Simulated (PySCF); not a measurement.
**Shapes and spin states of Mg₃N**

All numbers come from PBE in PySCF with N def2-SVP, Mg def2-SVP; no relativity; density-fitted integrals.

Relaxations began from a few typed shapes and spin states; open shells are unrestricted. The search is not exhaustive: other isomers or separated fragments can lie lower, and high-lying points may rest on an excited occupation.

| spin | group | bonds | angles | imaginary modes (cm⁻¹) | ΔE (kJ/mol) | ΔE with ZPE (kJ/mol) |
| --- | --- | --- | --- | --- | --- | --- |
| doublet (⟨S²⟩ 1.20) | C2v | Mg–Mg 3.300 Å (×2), N–Mg 1.922 Å, N–Mg 1.946 Å (×2) | Mg–Mg–Mg 63.3°, Mg–Mg–N 31.2° (×2), Mg–Mg–N 31.7° (×2), Mg–N–Mg 117.1° (×2), Mg–N–Mg 125.8° | none | 0.0 | 0.0 |
| quartet | C3v | Mg–Mg 3.352 Å (×3), N–Mg 1.948 Å (×3) | Mg–Mg–Mg 60.0° (×3), Mg–Mg–N 30.6° (×6), Mg–N–Mg 118.7° (×3) | none | 37.9 | 38.2 |

The lowest minimum found is the doublet (⟨S²⟩ 1.20) C2v: Mg–Mg 3.300 Å (×2), N–Mg 1.922 Å, N–Mg 1.946 Å (×2); Mg–Mg–Mg 63.3°, Mg–Mg–N 31.2° (×2), Mg–Mg–N 31.7° (×2), Mg–N–Mg 117.1° (×2), Mg–N–Mg 125.8°.

For the lowest minimum: the determinant is spin-contaminated (⟨S²⟩ = 1.20, pure value 0.75).
